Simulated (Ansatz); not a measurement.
H4Si, charge +1, doublet, geometry from GFN2-xTB (a state made from the parent by changing its charge; the spin is typed, not shown lowest), with bond 5-1 at 3.0 times its length; Ansatz (an electronic-structure program) with PBE0/def2-SVP.

Input for Ansatz:
Ansatz 0.2 input:
```yaml
crystal:
  periodic: [false, false, false]
  atoms:
    - {symbol: Si, position_ang: [0.00000000, -0.00000000, -0.00000000]}
    - {symbol: H, position_ang: [0.21946869, 1.49634988, -0.01781752]}
    - {symbol: H, position_ang: [-1.36537719, 0.20760105, 0.61659864]}
    - {symbol: H, position_ang: [1.36537719, -0.20760105, -0.61659864]}
    - {symbol: H, position_ang: [-0.65840607, -4.48904964, 0.05345256]}
basis:
  gaussian:
    orbitals: def2-SVP
hamiltonian:
  xc: pbe0
total_charge: 1
magnetization: {spin_polarized: true, initial_magnetization: 1}
```

What the program printed (banner, timings and long lists left out):

```
Functional definition: PBE0
375 factors; integrals over basis functions are off by at most 1.2e-3 eV
mean field evaluation 1: about -7915.1573 eV, gradient 1.4e1 eV
mean field evaluation 2: about -7902.8092 eV, gradient 2.6e1 eV
mean field evaluation 4: about -7905.7872 eV, gradient 2.0e1 eV
mean field evaluation 8: about -7916.7707 eV, gradient 4.8e0 eV
mean field evaluation 16: about -7919.9067 eV, gradient 9.8e-2 eV
mean field evaluation 32: about -7922.6606 eV, gradient 3.4e-1 eV
mean field -7922.66470326 eV, -291.1525576699 hartree, gradient 7.8e-6 eV, S^2 0.750000; 2 other end points of the search recorded, 0 dependent functions left out
reference -7922.66473303 eV, -291.1525587639 hartree; 9, 8 occupied and 29, 30 virtual orbitals, 375 factors
Total energy: -7922.66473303 eV, -291.1525587639 hartree
```
